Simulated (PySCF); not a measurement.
Frontier orbitals and the lowest excitations

C₇H₇OP.
Z-matrix (Å and degrees, GFN2-xTB geometry), rows numbered from 1:
```
C 
C   1  1.5004
C   2  1.3860  1  118.84
C   3  1.3803  2  124.36  1   179.96
C   4  1.3958  3  122.85  2    -0.02
C   5  1.4705  4  118.25  3  -179.93
O   6  1.2044  5  125.31  4     0.09
C   5  1.3878  4  122.56  3     0.04
P   8  1.7291  5  125.82  4    -0.02
H   1  1.0900  2  110.45  3   -59.25
H   1  1.0882  2  111.07  3  -179.81
H   1  1.0900  2  110.45  3    59.63
H   3  1.0835  2  117.55  1    -0.02
H   4  1.0807  3  120.01  2  -179.99
H   6  1.1091  5  113.65  4  -179.91
H   8  1.0845  5  117.80  4  -180.00
```

The calculation used TDDFT CAM-B3LYP/def2-SVPD, vertical, gas phase, core orbitals frozen in the response (PySCF 2.14.0, density-fitted response routines).

Kohn–Sham orbitals with the atoms that hold most of them (Löwdin shares over 4%, at most four atoms; ? is withheld):

```json
{"orbital": "HOMO-3", "ε (eV)": "-9.58", "atoms": "P9 45%, O7 15%, C2 11%, C8 8%"}
{"orbital": "HOMO-2", "ε (eV)": "-9.21", "atoms": "C8 23%, C3 22%, C5 14%, C2 12%"}
{"orbital": "HOMO-1", "ε (eV)": "-9.08", "atoms": "O7 46%, P9 18%, C6 12%, C5 8%"}
{"orbital": "HOMO", "ε (eV)": "?", "atoms": "?"}
{"orbital": "LUMO", "ε (eV)": "-1.20", "atoms": "?"}
{"orbital": "LUMO+1", "ε (eV)": "-0.59", "atoms": "P9 27%, C8 24%, C3 11%, C4 10%"}
{"orbital": "LUMO+2", "ε (eV)": "1.27", "atoms": "C1 22%, C3 13%, H13 9%, P9 8%"}
```

Problem. Give the leading atoms of the HOMO.

Solution. P9 (bonded to 2 C) 29%; C2 (bonded to 2 C and P) 18%; C4 (bonded to 2 C and H) 15%; C5 (bonded to 3 C) 11%. By element: carbon 44% or more, phosphorus 29%.

Problem. Give the leading atoms of the LUMO.

Solution. C2 (bonded to 2 C and P) 16%; C6 (bonded to C, O and H) 15%; O7 (bonded to C) 14%; C4 (bonded to 2 C and H) 12%. By element: carbon 44% or more, oxygen 14%.

Problem. What is the HOMO energy, and the HOMO–LUMO gap?

Solution. ε(HOMO) = -8.46 eV; the gap is 7.25 eV (0.2665 hartree).

Problem. The HOMO–LUMO gap is 7.25 eV. Where does the response calculation put the lowest singlet, and from which orbitals?

Solution. S1 is at 3.83 eV (f = 0.0001), 3.42 eV below the gap, made of HOMO-1→LUMO (70%), HOMO-1→LUMO+3 (10%), HOMO-3→LUMO (9%). Its leading pair isn't HOMO and LUMO; the energies of that pair differ by 7.88 eV. Without the coupling terms of the response equations the lowest excitation would equal the gap.

Next come S2 at 4.42 eV (f 0.041), HOMO→LUMO (49%), HOMO→LUMO+1 (23%), HOMO-2→LUMO (20%); S3 at 4.81 eV (f 0.083), HOMO→LUMO (43%), HOMO→LUMO+1 (30%), HOMO-2→LUMO (24%); S4 at 5.03 eV (f 0.0089), HOMO-3→LUMO (69%), HOMO-1→LUMO (16%); S5 at 5.27 eV (f 0.0067), HOMO-1→LUMO+1 (48%), HOMO-3→LUMO+1 (39%), HOMO-3→LUMO (10%).

Löwdin shares depend on the basis, the more so with diffuse functions.

One conformer stands for the species.
